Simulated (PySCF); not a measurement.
HgI, doublet, geometry from GFN2-xTB (such geometries of metal compounds can be far from the true shape) (the spin is typed, not shown lowest) (core potentials on Hg, I), with bond 1-2 at 2.0 times its length. Base run: PBE0/def2-SV(P) run with PySCF.

The PySCF input:
```python
from pyscf import gto, scf, dft

mol = gto.M(
    atom='''
Hg    0.00000000    0.00000000   -4.15749186
I     0.00000000    0.00000000    1.78816854
''',
    basis='def2-sv(p)',
    ecp={'Hg': 'def2-sv(p)', 'I': 'def2-sv(p)'},
    spin=1,
    verbose=4,
)

mf = dft.UKS(mol)
mf.xc = 'pbe0'
mf.kernel()
```

Each row names what was changed in the base input (with any setting that the change needs).

```tsv
change	ΔE vs base (µEh)	SCF cycles	<S^2>	outcome
base	0.0	35	0.752	converged
solver = newton	0.0	-	0.752	converged
level_shift = 0.1 (with mf.max_cycle = 100)	-43.3	35	0.752	converged
damp = 0.5; diis_start_cycle = 5	-43.1	11	0.752	converged
init_guess = mod_huckel	-43.3	15	0.752	converged
DIIS = EDIIS	-	50	-	not converged
init_guess = vsap	-	-	-	input refused
diis_space = 12	-5.9	41	0.752	converged
conv_tol_grad = 1e-7	-	50	-	not converged
init_guess = huckel	-43.3	15	0.752	converged
init_guess = atom	-43.2	11	0.752	converged
conv_tol = 1e-12	0.0	37	0.752	converged
conv_tol = 1e-11	0.0	36	0.752	converged
```

Open shells are given as the SCF converged; they aren't shown to be the lowest states, and a large step between rows can be another state.

- init_guess = vsap: ended with `AssertionError: ECP or PP not supported`
